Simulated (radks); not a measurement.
Values are calculated unless marked as measured or tabulated.
W3+, configuration [Kr] 4d10 4f14 5s2 5p5.75 5d3 6d0.25 (fractional occupations, a model configuration).

Level of theory: scalar-relativistic Kohn-Sham, revPBE, spin-polarised, spherical densities, finite nucleus; open shells are filled with parallel spins first (spin-orbit coupling, left out, can overturn this in heavy ions); Fermi nuclear charge, rms radius 5.3658 fm (a radial shooting solver on a logarithmic mesh with Libxc functionals).

Energy parts (eV):
| part | energy |
|---|---|
| total | -439138.57 |
| kinetic | 483701.42 |
| electron-nucleus | -1083410.28 |
| Hartree | 169337.58 |
| exchange-correlation | -8767.29 |

Orbitals (lengths in bohr, moments of r in powers of bohr; r(90%) holds 90 % of the orbital's charge):
| orbital | occ. | eigenvalue (eV) | <r^2> | <1/r> | r(90%) |
|---|---|---|---|---|---|
| 1s up | 1 | -69503.59 | 0.0004631 | 87.05 | 0.0334 |
| 1s down | 1 | -69503.57 | 0.0004631 | 87.05 | 0.0334 |
| 2s up | 1 | -12023.17 | 0.007121 | 20.36 | 0.120 |
| 2s down | 1 | -12022.99 | 0.007121 | 20.36 | 0.120 |
| 2p up | 3 | -10520.71 | 0.005892 | 18.45 | 0.113 |
| 2p down | 3 | -10520.56 | 0.005892 | 18.45 | 0.113 |
| 3s up | 1 | -2793.256 | 0.04622 | 7.539 | 0.295 |
| 3s down | 1 | -2793.203 | 0.04622 | 7.539 | 0.295 |
| 3p up | 3 | -2348.126 | 0.04698 | 6.961 | 0.301 |
| 3p down | 3 | -2348.063 | 0.04698 | 6.961 | 0.301 |
| 3d up | 5 | -1835.685 | 0.03897 | 6.577 | 0.283 |
| 3d down | 5 | -1835.564 | 0.03897 | 6.577 | 0.283 |
| 4s up | 1 | -601.2856 | 0.2282 | 3.203 | 0.645 |
| 4s down | 1 | -601.1233 | 0.2282 | 3.203 | 0.645 |
| 4p up | 3 | -455.2384 | 0.2599 | 2.911 | 0.695 |
| 4p down | 3 | -455.0884 | 0.2598 | 2.910 | 0.694 |
| 4d up | 5 | -269.9717 | 0.3031 | 2.589 | 0.767 |
| 4d down | 5 | -269.7901 | 0.3027 | 2.590 | 0.766 |
| 4f up | 7 | -64.7546 | 0.4636 | 2.083 | 1.01 |
| 4f down | 7 | -64.3415 | 0.4542 | 2.093 | 0.997 |
| 5s up | 1 | -110.8829 | 1.273 | 1.253 | 1.53 |
| 5s down | 1 | -109.0903 | 1.256 | 1.264 | 1.52 |
| 5p up | 3 | -74.8800 | 1.721 | 1.060 | 1.79 |
| 5p down | 2.75 | -72.5440 | 1.697 | 1.071 | 1.78 |
| 5d up | 3 | -33.8583 | 3.394 | 0.7455 | 2.59 |
| 5d down | 0 | -31.0738 | 3.470 | 0.7433 | 2.63 |
| 6s up | 0 | -29.9733 | 7.278 | 0.5025 | 3.64 |
| 6s down | 0 | -27.9368 | 7.416 | 0.4925 | 3.66 |
| 6p up | 0 | -22.0656 | 10.71 | 0.4118 | 4.42 |
| 6d up | 0.25 | -13.3011 | 22.22 | 0.2901 | 6.39 |

The highest occupied level is 6d up at -13.301 eV. The configuration is held as typed, so some empty levels lie below it. Summed over all electrons, <r^2> = 40.38 bohr^2, which gives a Langevin (diamagnetic) susceptibility term of -32 x 10^-6 cm^3/mol. Spin moment in Bohr magnetons: 3.5. The electron density at the nucleus is 1.517e+06 e/bohr^3 (large components only). The spin density at the nucleus is -18.00 e/bohr^3 (1s -0.39, 2s -1.15, 3s 0.34, 4s 1.58, 5s -18.36). The density falls to 0.001 e/bohr^3 at r = 3.56 bohr.
